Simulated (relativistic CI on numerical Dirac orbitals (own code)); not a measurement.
## d1 to d9 in one octahedral field

Computed with a parametric ligand-field model without spin-orbit coupling, by exact diagonalisation: B = 540, C = 2100, 10Dq = 31800 cm⁻¹ (Oh; |10Dq|/B = 58.9) for every shell. Energies in cm⁻¹; the field energy is (0.6 n_e − 0.4 n_t2) × 10Dq of the ground term; g labels are left out. So small a B with so large a field is typical of 4d and 5d ions, where spin-orbit coupling, left out here, reaches 1,000 to 4,000 cm⁻¹.

```csv
Shell,Ground term,Electrons in e,Field energy,First spin-allowed bands,Lowest term of other spin
d1,2T2,0.000,-12720,2E 31800,
d2,3T1,0.008,-25197,"3T2 30464, 3T1 37228",1T2 7613
d3,4A2,0.000,-38160,"4T2 31800, 4T1 37896",2E 10612
d4,3T1,0.012,-50512,"3E 29692, 3T1 30199",1T2 6557
d5,2T2,0.023,-62884,"2A2 28864, 2T1 29061",4T1 21457
d6,1A1,0.017,-75788,"1T1 30208, 1T2 38037",3T1 25774
d7,2E,1.011,-56893,"2T1 30088, 2T2 30610",4T1 21386
d8,3A2,2.000,-38160,"3T2 31800, 3T1 37896",1E 8465
d9,2E,3.000,-19080,2T2 31800,
```

Low spin: d4, d5, d6, d7; the other shells keep the spin of the free ion. Only d4 to d7 can choose; the field needed to pair spins is smallest for d6 and largest for d5, which loses most exchange energy. In the strong-field picture 10Dq must exceed about 6B + 5C = 13740 (d4), 7.5B + 5C = 14550 (d5), 2.5B + 4C = 9750 (d6) and 4B + 4C = 10560 (d7); mixing of terms shifts these bounds somewhat.
